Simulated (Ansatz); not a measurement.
Wavefunction ladder for C₂H₄FNOSi (`F[SiH]1COC=N1`)

```xyz
10

F     2.1368   -0.1734   -1.1068
Si    1.1324    0.3045    0.0350
C    -0.5956    0.6753   -0.6413
O    -1.3954   -0.3719   -0.0446
C    -0.6659   -1.1416    0.7858
N     0.5718   -1.0017    1.0173
H     1.8205    1.3885    0.7635
H    -1.0122    1.6324   -0.3203
H    -0.6989    0.5989   -1.7252
H    -1.2937   -1.9110    1.2364
```

The species carries charge 0 and has multiplicity 1. The structure was optimised at the PBE0-D4/def2-TZVP level. Frozen core, restricted reference, Ansatz. CBS rows extrapolate triple and quadruple zeta; past MP2 they add the triple-zeta difference.

```tsv
basis	HF (Eh)	MP2 corr.
def2-SVP	-595.48052	-0.87526
def2-TZVPP	-595.96831	-1.10989
def2-QZVPP	-595.99183	-1.19700
```

Question: Estimate the CCSD correlation energy and the (T) correction in each basis where they were run (hartree).

Answer: 
| basis | CCSD corr. | (T) |
| --- | --- | --- |
| def2-SVP | -0.90990 | -0.02782 |
| def2-TZVPP | -1.13243 | -0.04735 |
| CBS(def2) | -1.28407 | as TZ |
